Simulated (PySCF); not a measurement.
Vertical excitations of a molecule C₃H₅FSi from TDDFT-PBE/def2-SVPD (PySCF 2.14.0), as energy in eV (oscillator strength): 4.16 (0.001), 5.80 (0.001), 6.05 (0.000), 6.43 (0.008), 6.45 (0.000), 6.50 (0.408), 6.55 (0.003), 6.70 (0.006), 6.91 (0.119), 6.96 (0.012). Lowest triplet (TDA): 3.72 eV. Geometry: B3LYP-D3(BJ)/def2-SVP. The values are those of a single conformer.

Q: Which molecule gave these data?
A. C#C[SiH2]CF
B. C#C[Si@H](C)F
C. C=C=C[SiH2]F
D. FC=C=C[SiH3]

A: D, FC=C=C[SiH3]
